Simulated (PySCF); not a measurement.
Ligand exchange on a metal centre used in film growth or etching (Zr F-Br). All species are isolated molecules in the gas phase.

The HOMO from two functionals at the same geometries (r2SCAN-D4/def2-SVP), both in PySCF: PBE-D3(BJ)/def2-TZVP and B3LYP-D3(BJ)/def2-TZVP. B3LYP has the VWN-RPA correlation part, as in Gaussian. 

```csv
species,B3LYP-D3(BJ)/def2-TZVP (eV)
1 of 4 F replaced by Br ([Zr(F)3(Br)]),-9.02
2 of 4 F replaced by Br,-8.79
3 of 4 F replaced by Br,-8.65
```

Question: What does PBE-D3(BJ)/def2-TZVP give for each?

Answer: 
- 1 of 4 F replaced by Br ([Zr(F)3(Br)]): -7.96
- 2 of 4 F replaced by Br: -7.78
- 3 of 4 F replaced by Br: -7.67
Over these rows, drawn at random from the members with no instability flagged (it was tested for open shells, ions and some series alone), PBE minus B3LYP-D3(BJ): mean +1.01 eV, from +0.97 eV to +1.06 eV.
